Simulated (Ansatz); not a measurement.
C$_{4}$H$_{7}$Br, SMILES `C=C(Br)CC`, 12 atoms. Charge 0, multiplicity 1. Correlated methods include outer-core shells of Br, which these sets cover unevenly. Scalar relativity is left out up to krypton. All runs use 4 threads of an Intel Xeon Platinum 8259CL on a shared host. Correlated methods freeze the cores.

(1) How many basis functions does each run have, and how long does it take in Ansatz? RKS PBE0-D4/def2-SVP energy; RKS PBE0-D4/def2-TZVP frequencies; RHF-CCSD(T)/def2-SVP energy; RKS PBE0-D4/def2-TZVP relaxation (6 steps); RHF-MP2/def2-QZVPP energy; RKS ωB97M-V/def2-QZVPP energy; RKS r2SCAN-D4/def2-TZVPP energy and forces; RHF-CCSD(T)/def2-TZVPP energy; RKS revPBE-D4/def2-TZVPP energy; RKS PBE0-D4/def2-QZVPP energy; RKS ωB97X-V/def2-TZVPP energy; RKS ωB97M-V/def2-SVP energy. (An estimate is asked.)

Results:

(1) Computed: Other jobs shared the machine, so times are rough.

```json
{"level": "RKS PBE0-D4/def2-SVP", "job": "energy", "functions": "123", "wall time": "1.8 s", "peak host memory (GiB)": "0.3"}
{"level": "RKS revPBE-D4/def2-TZVPP", "job": "energy", "functions": "270", "wall time": "2.6 s", "peak host memory (GiB)": "0.39"}
{"level": "RKS ωB97M-V/def2-SVP", "job": "energy", "functions": "123", "wall time": "5 s", "peak host memory (GiB)": "0.42"}
{"level": "RKS r2SCAN-D4/def2-TZVPP", "job": "energy and forces", "functions": "270", "wall time": "5.5 s", "peak host memory (GiB)": "0.41"}
{"level": "RKS ωB97X-V/def2-TZVPP", "job": "energy", "functions": "270", "wall time": "9 s", "peak host memory (GiB)": "0.97"}
{"level": "RHF-CCSD(T)/def2-SVP", "job": "energy", "functions": "123", "wall time": "9.5 s", "peak host memory (GiB)": "0.8"}
{"level": "RKS PBE0-D4/def2-QZVPP", "job": "energy", "functions": "527", "wall time": "12 s", "peak host memory (GiB)": "2.2"}
{"level": "RKS ωB97M-V/def2-QZVPP", "job": "energy", "functions": "527", "wall time": "24 s", "peak host memory (GiB)": "2.7"}
{"level": "RKS PBE0-D4/def2-TZVP", "job": "relaxation (6 steps)", "functions": "214", "wall time": "31 s", "peak host memory (GiB)": "0.67"}
{"level": "RHF-MP2/def2-QZVPP", "job": "energy", "functions": "527", "wall time": "35 s", "peak host memory (GiB)": "4"}
{"level": "RHF-CCSD(T)/def2-TZVPP", "job": "energy", "functions": "270", "wall time": "3.5 min", "peak host memory (GiB)": "7.5"}
{"level": "RKS PBE0-D4/def2-TZVP", "job": "frequencies", "functions": "214", "wall time": "3.9 min", "peak host memory (GiB)": "0.68"}
```
